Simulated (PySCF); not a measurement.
O₂P₂, SMILES p12op2o1. Atoms are numbered in the order given.

```xyz
4

P      0.0000     0.0000     1.2608
P      0.0000     0.0000    -1.2608
O      0.0000    -1.1126     0.0000
O      0.0000     1.1126     0.0000
```

Geometry optimised at B3LYP-D3(BJ)/def2-SVP.

Two levels are set side by side: PBE/pcSseg-2 (PySCF) and PBE0/pcSseg-2 (PySCF). GIAO shifts against H2O (¹⁷O), PH3 (³¹P) at the same level; non-relativistic, no solvent, atoms listed together averaged. Differences are taken from unrounded values.

| quantity | PBE0 |
|---|---|
| δ(³¹P) of P1, P2 (ppm) | 722.1 |
| δ(¹⁷O) of O3, O4 (ppm) | 519.8 |

**Question.** What does PBE give, and how far is it from PBE0? (The exact figures need the calculation; the answer reports its results.)

**Answer.** 
```csv
quantity,PBE,PBE minus PBE0
"δ(³¹P) of P1, P2 (ppm)",724.6,2.5
"δ(¹⁷O) of O3, O4 (ppm)",492.3,-27.4
```

Rough cost on one machine, each run with all the roots and properties that it gave: PBE0 against PBE within a factor of 2.
